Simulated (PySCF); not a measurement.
A small calculation by hand: oscillator strength and radiative lifetime

Si(Br)2(Me)(NH2) (CH5Br2NSi), SMILES Br[Si](C)(Br)N.

The structure is a stationary point at PBE0-D3(BJ)/def2-SVP. A frequency run showed that this geometry is not a minimum. This is a generated structure with no PubChem entry under its InChIKey; it may be hypothetical. Other conformers were not sampled.

TDDFT-PBE/def2-SVPD (PySCF) puts the first singlet state with f over 0.02 at 5.74 eV (vertical), with the transition dipole (-0.296, -0.482, 0.000) in atomic units.

Find the oscillator strength, the wavelength and the radiative lifetime that this transition would have in vacuum if emission retraced absorption.


|μ|² = 0.3199 au, so |μ| = 1.44 D. ΔE = 5.74/27.211 = 0.2109 hartree. f = (2/3) ΔE |μ|² = 0.045 (the program prints 0.045).
λ = 1239.84/5.74 = 216 nm; ν = 46296 cm⁻¹.
Einstein's coefficient A = 0.6670 ν² f s⁻¹ (ν in cm⁻¹) = 6.4e7 s⁻¹, so τ = 1/A = 16 ns. This state is S1. The figure is the radiative limit of this one transition; relaxation, internal conversion, crossing to triplets and a medium change what is measured.
